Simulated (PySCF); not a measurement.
A side-by-side comparison of computed properties.

First species: C5H15NSi2.
SMILES: `[H]/N=C/C(C)(C)[SiH2]C[SiH3]`

Second species: C7H13ClOSi.
SMILES with atom numbers: `[CH3:1]/[C:2](=[C:3](\[SiH3:4])[C:5](=[O:6])[Cl:7])[CH:8]([CH3:9])[CH3:10]` (hydrogens: H11, H12, H13 on C1; H14, H15, H16 on Si4; H17 on C8; H18, H19, H20 on C9; H21, H22, H23 on C10)

Levels: PBE0/pcSseg-1 for dipole moment, HOMO energy, LUMO energy and HOMO–LUMO gap; GFN2-xTB for rotational constant A and rotational constant C. Geometries: GFN2-xTB. All species are isolated and taken at one optimised geometry, non-relativistic unless stated. Electronic properties by PySCF.

The conformers computed, where there is a choice (atom-mapped SMILES and torsion angles):
- `[H]/[N:5]=[CH:4]/[C:2]([CH3:1])([CH3:3])[SiH2:6][CH2:7][SiH3:8]`: C1–C2–C4–N5 -28°, C1–C2–Si6–C7 53°, C2–Si6–C7–Si8 163°
- `[CH3:1]/[C:2](=[C:3](\[SiH3:4])[C:5](=[O:6])[Cl:7])[CH:8]([CH3:9])[CH3:10]`: C2–C3–C5–O6 -110°, C1–C2–C8–C9 -49°

Values for the first species:

| Quantity | Value |
| --- | --- |
| Dipole moment | 1.34 D |
| HOMO energy | -7.28 eV |
| LUMO energy | -0.23 eV |
| HOMO–LUMO gap | 7.05 eV |
| Rotational constant A | 2.313 GHz |
| Rotational constant C | 0.658 GHz |

Problem. Estimate the same properties for the second species, and the change in each.

Solution. 
```
             property      first     second  second less first
        dipole moment     1.34 D     3.94 D            +2.60 D
          HOMO energy   -7.28 eV   -7.59 eV           -0.31 eV
          LUMO energy   -0.23 eV   -1.39 eV           -1.16 eV
        HOMO–LUMO gap    7.05 eV    6.20 eV           -0.85 eV
rotational constant A  2.313 GHz  1.055 GHz         -1.258 GHz
rotational constant C  0.658 GHz  0.576 GHz         -0.082 GHz
```

On the first: In atomic units the dipole is 0.53 e·bohr (1 au = 2.5417 D).

On the second: A dipole of 3.94 D is allowed in C1, and pure rotational transitions are dipole-allowed. The dipole matches unit charges of opposite sign 0.82 Å apart (1 e·Å = 4.8032 D).
